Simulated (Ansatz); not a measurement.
Consider the formal exchange of groups at the Al–O bond: `[OH][Al]([SiH3])[SnH3]` + `CCCCl` → `[SiH3][AlH][SnH3]` + `OCCCCl`.

Program: Ansatz. Geometries: PBE0-D4/def2-TZVP. ΔE: electronic, gas phase. CCSD(T)/CBS adds triple-zeta CCSD(T) − MP2 to the extrapolated MP2 energy (def2 sets, frozen cores). Elements past krypton have def2 core potentials. For Sn outer-core shells are correlated without core-valence functions, which leaves a few kJ/mol of doubt a bond. One conformer a species, not always the lowest.

| level | ΔE (kcal/mol) |
| --- | --- |
| CCSD/def2-TZVPP | 54.6 |
| MP2/CBS(def2) | 58.1 |

Problem. What does CCSD(T)/CBS give? (Best estimate.)

Solution. Computed: +55.5 kcal/mol. The listed levels differ from it by -0.9, 2.6 kcal/mol.

Largest T1 diagnostic among the species: 0.014.

In def2-TZVPP, CCSD(T) changes the Hartree–Fock value by +1.8 kcal/mol (the triples alone add +0.2 kcal/mol) and MP2 by +4.4 kcal/mol.
